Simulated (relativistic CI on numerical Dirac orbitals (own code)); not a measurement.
# Tl LVIII: q coefficients and field-shift factors

Calculated at this level of theory: Dirac-Coulomb-Breit CI, separate exchange-only KLI orbitals for each configuration, derivatives by finite differences, unscaled Slater integrals, QED left out (own radial code, finite nucleus).

Configurations in the expansion (outside the closed core [Ne]): 3s2 3p6 3d6, 3s2 3p5 3d7, 3s2 3p4 3d8, 3s 3p6 3d7, 3p6 3d8, 3s 3p5 3d8, 3s2 3p6 3d5 4s, 3s2 3p6 3d5 4p. Levels of other configurations are missing.

With x = (α/α₀)² − 1 an excitation energy changes as ω = ω₀ + qx; K = 2q/ω₀ is the relative enhancement. Terms are leading LS components, so labels can repeat. The field-shift factor is F = δν/δ⟨r²⟩ for the transition from the lowest level.

Lowest level 3s2 3p6 3d6 3F_4.

```tsv
Level	ω₀ (cm⁻¹)	q (cm⁻¹)	K	F (GHz/fm²)
3s2 3p6 3d6 3P_2	73488	13190	0.359	-0.595
3s2 3p6 3d6 3P_0	247081	51870	0.42	2.91
3s2 3p6 3d6 5D_3	806153	897000	2.23	32.4
3s2 3p6 3d6 5D_4	813858	876600	2.15	32.4
3s2 3p6 3d6 5D_1	851325	904400	2.12	32.6
3s2 3p6 3d6 3H_6	884994	857600	1.94	33
3s2 3p6 3d6 3G_5	886356	866300	1.95	32.7
3s2 3p6 3d6 3F_2	951730	886100	1.86	31.6
3s2 3p6 3d6 3D_3	966143	885100	1.83	33
3s2 3p6 3d6 3P_0	1047817	874700	1.67	32.6
3s2 3p6 3d6 1G_4	1095329	894400	1.63	34.6
3s2 3p6 3d6 3P_1	1105608	910300	1.65	34.1
3s2 3p6 3d6 3D_2	1107307	916400	1.66	34.7
```

At this charge energies of transitions that change n are usually good to better than 1 %, and those within a shell (Δn = 0) to a few per cent.
